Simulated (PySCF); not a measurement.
Computed IR spectrum (relative IR intensity) of a molecule C2H6N2OSi. Geometry optimised at B3LYP-D3(BJ)/def2-SVP. One conformer was computed; it need not be the lowest. Level of theory: B3LYP-D3(BJ)/def2-SVP in PySCF. Frequencies are harmonic and unscaled.

Lines under 2 % of the strongest are left out, and lines within 2 cm⁻¹ are merged.

```json
[
 {"ν (cm⁻¹)": "282", "relative intensity": "7.3"},
 {"ν (cm⁻¹)": "412", "relative intensity": "62"},
 {"ν (cm⁻¹)": "462", "relative intensity": "9.2"},
 {"ν (cm⁻¹)": "490", "relative intensity": "5.6"},
 {"ν (cm⁻¹)": "627", "relative intensity": "3.8"},
 {"ν (cm⁻¹)": "663", "relative intensity": "7.2"},
 {"ν (cm⁻¹)": "721", "relative intensity": "7.0"},
 {"ν (cm⁻¹)": "780", "relative intensity": "9.2"},
 {"ν (cm⁻¹)": "810", "relative intensity": "9.6"},
 {"ν (cm⁻¹)": "863", "relative intensity": "9.9"},
 {"ν (cm⁻¹)": "888", "relative intensity": "19"},
 {"ν (cm⁻¹)": "929", "relative intensity": "15"},
 {"ν (cm⁻¹)": "947", "relative intensity": "76"},
 {"ν (cm⁻¹)": "1114", "relative intensity": "81"},
 {"ν (cm⁻¹)": "1201", "relative intensity": "2.3"},
 {"ν (cm⁻¹)": "1260", "relative intensity": "9.6"},
 {"ν (cm⁻¹)": "1446", "relative intensity": "2.5"},
 {"ν (cm⁻¹)": "1547", "relative intensity": "18"},
 {"ν (cm⁻¹)": "1689", "relative intensity": "100"},
 {"ν (cm⁻¹)": "2255", "relative intensity": "46"},
 {"ν (cm⁻¹)": "3056", "relative intensity": "4.7"},
 {"ν (cm⁻¹)": "3110", "relative intensity": "3.5"},
 {"ν (cm⁻¹)": "3123", "relative intensity": "13"},
 {"ν (cm⁻¹)": "3567", "relative intensity": "10"},
 {"ν (cm⁻¹)": "3659", "relative intensity": "10"}
]
```

Problem. Which molecule gave these data?
(A) C[Si@@H](N)N=C=O
(B) NC[Si@H]1N=CO1
(C) N[Si@@H]1COC=N1
(D) C#C[Si](N)(N)O

Solution. C, N[Si@@H]1COC=N1
